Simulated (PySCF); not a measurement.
Tl, doublet (core potentials on Tl). Base run: DF-HF/def2-SVP (PySCF).

The PySCF input:
```python
from pyscf import gto, scf

mol = gto.M(
    atom='''
Tl    0.000000    0.000000    0.000000
''',
    basis='def2-svp',
    ecp={'Tl': 'def2-svp'},
    charge=0,
    spin=1,
    verbose=4,
)

mf = scf.UHF(mol)
mf = mf.density_fit(auxbasis='def2-universal-jkfit')
mf.kernel()
mf.analyze()
```

Variants of this job, named by their change:

```json
[
 {"change": "base", "basis functions": "26", "E (Eh)": "-171.51338", "HOMO (eV)": "-5.20"},
 {"change": "basis = LANL2DZ", "basis functions": "18", "E (Eh)": "-50.13088", "HOMO (eV)": "-4.72"},
 {"change": "basis = def2-SV(P)", "basis functions": "26", "E (Eh)": "-171.51338", "HOMO (eV)": "-5.20"},
 {"change": "basis = def2-SVPD", "basis functions": "32", "E (Eh)": "-171.51359", "HOMO (eV)": "-5.22"},
 {"change": "basis = def2-TZVP", "basis functions": "50", "E (Eh)": "-171.51498", "HOMO (eV)": "-5.23"},
 {"change": "basis = def2-TZVPP", "basis functions": "50", "E (Eh)": "-171.51498", "HOMO (eV)": "-5.23"},
 {"change": "basis = def2-TZVPD", "basis functions": "56", "E (Eh)": "-171.51502", "HOMO (eV)": "-5.24"},
 {"change": "basis = def2-QZVP", "basis functions": "82", "E (Eh)": "-171.51553", "HOMO (eV)": "-5.25"},
 {"change": "basis = def2-QZVPP", "basis functions": "82", "E (Eh)": "-171.51553", "HOMO (eV)": "-5.25"}
]
```

Totals compare only among sets that treat the same electrons; sets with core potentials leave the core out.

Open shells are given as the SCF converged; they aren't shown to be the lowest states, and a large step between rows can be another state.
